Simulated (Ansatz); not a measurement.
Basis-set series for C2H4BN (`CB1C=N1`). Charge 0, multiplicity 1. All single points use the PBE0-D4/def2-TZVP geometry.

```
functional       basis  functions  energy (Eh)  HOMO (eV)  LUMO (eV)
   PBE0-D4    def2-SVP         76   -157.87687      -7.00      -0.59
   PBE0-D4  def2-QZVPP        348   -158.05976      -7.10      -0.86
   ωB97M-V    def2-SVP         76   -157.99733      -9.32       1.89
   ωB97M-V  def2-QZVPP        348   -158.18745      -9.43       1.39
```

(1) Give the rows for def2-TZVPP. (Best estimate.)

Answers

(1) The calculation gave: 
```
functional       basis  functions  energy (Eh)  HOMO (eV)  LUMO (eV)
   PBE0-D4  def2-TZVPP        180   -158.05071      -7.08      -0.79
   ωB97M-V  def2-TZVPP        180   -158.17909      -9.41       1.55
```

Positive LUMOs are unbound and depend on the basis.

Program: Ansatz 0.2.0.
